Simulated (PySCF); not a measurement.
Sn(Br)(Me) (CH₃BrSn), SMILES [CH3][Sn][Br] (connectivity only; charge and spin as stated), neutral, multiplicity 1. Atoms are numbered in the order given.

```xyz
6

Sn     0.4121     0.8795     0.0000
Br    -0.1141    -1.6434     0.0000
C     -1.7227     1.4777     0.0000
H     -2.2173     1.0531     0.8893
H     -2.2173     1.0531    -0.8893
H     -1.8423     2.5726     0.0000
```

The structure is a stationary point at B3LYP-D3(BJ)/def2-SVP. The def2 effective core potentials stand for the cores of Sn; spin–orbit coupling is left out.

Computed with TDA-PBE0/def2-SVPD (PySCF 2.14.0).

Vertical excitations. The molecule is in vacuum. State labels are in the subgroup Cs.

Computed UV-visible absorptions:
| state | symmetry | energy (eV) | λ (nm) | f | main pairs |
|---|---|---|---|---|---|
| S1 | A" | 2.69 | 460 | 0.020 | HOMO→LUMO 98 % |
| S2 | A" | 3.99 | 311 | 0.008 | HOMO−1→LUMO 99 % |
| S3 | A' | 4.36 | 284 | 0.008 | HOMO−2→LUMO 84 % |
| S4 | A" | 4.61 | 269 | 0.004 | HOMO−3→LUMO 99 % |
| S5 | A' | 4.83 | 257 | 0.133 | HOMO→LUMO+1 82 % |
| S6 | A" | 5.96 | 208 | 0.009 | HOMO−2→LUMO+1 98 % |
| S7 | A' | 5.99 | 207 | 0.068 | HOMO−1→LUMO+1 86 % |
| S8 | A' | 6.16 | 201 | 0.029 | HOMO→LUMO+2 57 %, HOMO→LUMO+3 39 % |
| S9 | A' | 6.40 | 194 | 0.366 | HOMO→LUMO+3 50 %, HOMO→LUMO+2 37 % |
| S10 | A' | 7.16 | 173 | 0.202 | HOMO−1→LUMO+2 42 %, HOMO−3→LUMO+1 35 %, HOMO−4→LUMO 9 % |
| T1 | A" | 1.84 | 674 | 0 | HOMO→LUMO 97 % |
| T2 | A' | 3.72 | 334 | 0 | HOMO−2→LUMO 99 % |
| T3 | A" | 3.72 | 333 | 0 | HOMO−1→LUMO 95 % |
| T4 | A' | 3.95 | 314 | 0 | HOMO→LUMO+1 96 % |
Triplets are in the Tamm–Dancoff approximation.
